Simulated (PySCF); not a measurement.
A run for PySCF: R-M06-2X/def2-TZVPP on BGeH5 (SMILES [BH2][GeH3]), a point of a torsion scan.

```python
from pyscf import gto, dft

mol = gto.M(
    atom='''
    B     1.24179481   -0.07598271    0.00683786
    Ge   -0.74782744    0.07205745    0.03566855
    H     1.92449219    0.86860586   -0.04722469
    H     1.75897444   -1.12225151    0.01402693
    H    -1.36654746   -0.18436923   -1.30438994
    H    -1.47104388   -0.90356675    0.91013834
    H    -1.33755040    1.39127127    0.42309102
    ''',
    basis='def2-tzvpp',
    charge=0, spin=0, verbose=4, max_memory=1800)
mf = dft.RKS(mol, xc='m062x').density_fit(auxbasis='def2-universal-jkfit')
mf.grids.level = 4
mf.conv_tol = 1e-9
mf.max_cycle = 150
mf.kernel()
mf.dip_moment()
```

Task: Predict the final total energy.

Result: -2104.7859 hartree.
